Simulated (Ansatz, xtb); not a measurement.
## Relaxing a trial structure of BFH3N2

The starting geometry of this gas-phase doublet has its atoms placed at random.

```yaml
atoms:
  - { symbol: B, position_ang: [-0.9086, 0.0353, 0.4113] }
  - { symbol: F, position_ang: [1.2478, -0.4648, -1.7850] }
  - { symbol: N, position_ang: [0.3560, -1.6657, 1.1146] }
  - { symbol: N, position_ang: [1.4833, -1.4139, -0.2558] }
  - { symbol: H, position_ang: [-0.3805, -1.2058, 1.2510] }
  - { symbol: H, position_ang: [-1.1163, 0.7137, -0.6368] }
  - { symbol: H, position_ang: [0.3703, 0.1105, -0.3030] }
```

Problem. One run relaxed it with r2SCAN-D4/def2-SVP. What is a likely outcome?

Solution. It loosens into BFH3 + N2, which stay close as a complex. Contacts that open: N3–H5 (0.88 → 3.00 Å). Contacts that close: B1–F2 (3.12 → 1.34 Å), B1–H5 (1.59 → 1.30 Å), B1–H7 (1.47 → 1.30 Å), N3–N4 (1.79 → 1.10 Å).

The energy falls by 14.80 eV over 33 steps:

| step | E − E(last) (eV) |
| --- | --- |
| 1 | 14.802 |
| 5 | 5.919 |
| 8 | 3.497 |
| 12 | 0.372 |
| 15 | 0.035 |
| 19 | 0.002 |
| 22 | 0.001 |
| 26 | 0.000 |
| 29 | 0.000 |
| 33 | 0.000 |

Final geometry (Å):

```xyz
7

B    -0.5560    0.2288   -0.4825
F     0.1103   -0.6190   -1.2829
N     1.5328   -2.0730    0.9654
N     2.0345   -2.7516    0.2560
H    -0.8637   -0.2844    0.6737
H    -1.3094    1.0551   -0.9253
H     0.1037    0.5534    0.5918
```

From the same start GFN2-xTB ends elsewhere, in pieces: BH3N2 + F.

From so rough a start the end depends on the optimiser's path, so another program may land elsewhere. The end wasn't checked by frequencies. Open shells are spin-unrestricted. Run with Ansatz 0.2.0, 90 s on 1 thread of Intel(R) Xeon(R) 6975P-C (Granite Rapids), with other jobs on the host.
